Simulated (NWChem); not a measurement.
SiH cation, singlet

```xyz
2

Si     0.0000     0.0000    -0.1085
H      0.0000     0.0000     1.4099
```
Atoms are numbered in this order, from 1.

Low-valent species are run as closed-shell singlets; no triplet was tried in these runs. All runs use the structure optimised with PBE0-D3(BJ)/def2-TZVP.

Question: Split the isotropic spin-spin couplings (Hz) from PBE/pcJ-1 (NWChem) into Fermi-contact, spin-dipolar, paramagnetic and diamagnetic spin-orbit terms, for the pairs 1–2.

Answer: 
```tsv
pair	FC	SD	PSO	DSO	total
29Si(1)–1H(2)	24.91	-5.57	1.90	0.18	21.42
```
